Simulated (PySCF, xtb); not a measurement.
Te(SeH)2 (H2Se2Te), SMILES [SeH][Te][SeH].

GFN2-xTB run with xtb at its own geometry gives an orbital gap of 3.59 eV and a dipole moment of 1.86 D.

The structure is a stationary point at B3LYP-D3(BJ)/def2-SVP. This is a generated structure with no PubChem entry under its InChIKey; it may be hypothetical. The def2 effective core potentials stand for the cores of Te; spin–orbit coupling is left out. Other conformers were not sampled.

Question: What does PBE/def2-TZVPD (PySCF) give? (The exact figures need the calculation; the answer reports its results.)

Answer: gap 2.66 eV (levels -5.73 and -3.07 eV), dipole 0.24 D.
